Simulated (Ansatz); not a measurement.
Consider the atomization: `N[C]1=C[SiH2][GaH]1` → 2 C• + Ga• + 6 H• + N• + Si•.

Computed with Ansatz on PBE0-D4/def2-TZVP structures; ΔE is electronic, products minus reactants. CCSD(T)/CBS adds triple-zeta CCSD(T) − MP2 to the extrapolated MP2 energy (def2 sets, frozen cores). This one scheme is used for every species, atoms too. DFT in def2-TZVPP. B3LYP here is the variant with VWN-RPA as its local correlation; programs differ in this. Open shells (•) are unrestricted, without spin–orbit coupling. Spin–orbit coupling would lower the free atoms: a little for C, Si; clearly for Ga. Bonds to Ga are less sure, by a few kJ/mol each and by 10 to 20 or more in all where they break to atoms, as the def2 sets lack core-valence functions. Scalar relativity is left out up to krypton. Each species was taken in one conformer, which may not be the lowest.

CCSD(T)/CBS gives +3795.1 kJ/mol.

Another level gave +3692.6 kJ/mol. Which?
A. CCSD(T)/def2-TZVPP
B. B3LYP-D4/def2-TZVPP
C. B3LYP/def2-TZVPP
D. r2SCAN-D4/def2-TZVPP

A. CCSD(T)/def2-TZVPP 3692.6, r2SCAN-D4 3812.4, B3LYP-D4 3791.4, B3LYP 3745.6 kJ/mol.

Largest T1 diagnostic among the species: 0.014.

In def2-TZVPP, CCSD(T) changes the Hartree–Fock value by +1031.5 kJ/mol (the triples alone add +70.5 kJ/mol) and MP2 by +1089.0 kJ/mol; breaking electron pairs costs correlation energy, which Hartree–Fock lacks. The D4 term adds +45.8 kJ/mol with B3LYP and +23.9 kJ/mol with PBE0; it sums over pairs of atoms, weighted by their polarisabilities, and B3LYP, whose exchange is more repulsive, gets the larger term. From PBE to PBE0 (25 % exact exchange), in def2-TZVPP and without D4, ΔE moves by −64.8 kJ/mol: exact exchange takes away binding that semilocal exchange gives to molecules.

For atomizations the MP2-based limit and the directly extrapolated one differ by several kJ/mol either way, and by 10 to 25 for some Ge, Se and Sn compounds, so smaller differences from it don't rank the levels.
